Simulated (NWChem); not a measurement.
Species: AlH2Br; SMILES [AlH2][Br]

```xyz
4

Al     0.0000     0.0000    -1.5683
H      0.0000     1.3999    -2.3003
H      0.0000    -1.3999    -2.3003
Br     0.0000     0.0000     0.6907
```
Atoms are numbered in this order, from 1.

Structure relaxed at the PBE0/def2-SVP level.

Spin-orbit effects, on the heavy nuclei and on their neighbours, are missing.

Q: Give the principal values of the shielding tensors (ppm) of Al1, Br4 from Hartree-Fock/6-31G* (spherical d), GIAO (NWChem), with their diamagnetic and paramagnetic parts as GIAO splits them.

A: 
```
atom     σ11     σ22     σ33  isotropic  diamagnetic  paramagnetic
----  ------  ------  ------  ---------  -----------  ------------
Al1    387.6   446.3   453.5      429.1        794.4        -365.2
Br4   2437.2  2869.7  2994.0     2767.0       3123.6        -356.6
```
